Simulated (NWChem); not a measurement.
A series in which one site is exchanged, each optimised at PBE0/def2-SVP with NWChem, gas phase unless a solvent is named. For some, no frequency run checked for a minimum. def2 effective core potentials on Te, I; no spin-orbit coupling.

A: C[Te]I (CH₃ITe; site = I)
B: C[Te]F (CH3FTe; site = F)
C: [Te](Br)C (CH$_{3}$BrTe; site = Br)
D: C[TeH] (CH4Te; site = H)

Q: Rank them by lowest singlet excitation, PBE0/def2-SVPD, TDA (eV), lowest first.

A: A (2.06), C (2.23), B (2.47), D (3.86)
